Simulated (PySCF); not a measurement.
Species: C6H13BNP.
InChI=1S/C6H13BNP/c1-6-3-4-9(6,2)7-5-8/h6H,3-4,7H2,1-2H3/t6-,9+/m1/s1

Torsions of this conformer, `[CH3:1][C@@H:2]1[CH2:3][CH2:4][P@+:5]1([CH3:6])[BH2-:7][C:8]#[N:9]`: C4–P5–B7–C8 -38°.

The closed-shell ground state was solved at several levels (PySCF, density fitting, gas phase, non-relativistic). One conformer (not necessarily the lowest) at the PBE0-D3(BJ)/def2-SVP geometry, without solvent, vibrations or thermal averaging.

```
             level  basis functions  total energy (Eh)  HOMO (eV)  LUMO (eV)  gap (eV)  dipole (D)
CAM-B3LYP/pcSseg-1              225          -657.1903      -9.21       1.26     10.47        7.77
     PBE0/pcSseg-1              225          -656.8497      -7.88       0.15      8.03        7.76
```

Problem. Estimate the row for wB97X-D/def2-SVPD, a basis of 288 functions; the other rows only guide the guess.

Solution. Total energy -656.9951 Eh, HOMO -9.71 eV, LUMO 1.69 eV, gap 11.40 eV, dipole 7.84 D.

Problem. Over all these levels, which gives the widest orbital gap and which the narrowest?

Solution. wB97X-D/def2-SVPD (range-separated hybrid) has the widest, 11.40 eV, and PBE0/pcSseg-1 (global hybrid, 25 % exact exchange) the narrowest, 8.03 eV. Functional and basis both differ between the two, so the spread mixes both effects.

Problem. How far do the dipole and the HOMO energy spread over the levels?

Solution. The dipole runs from 7.76 to 7.84 D (mean 7.79 D) and the HOMO from -9.71 to -7.88 eV.

Note: wB97X-D ran without an empirical dispersion term, which enters the total energy and its gradient alone.
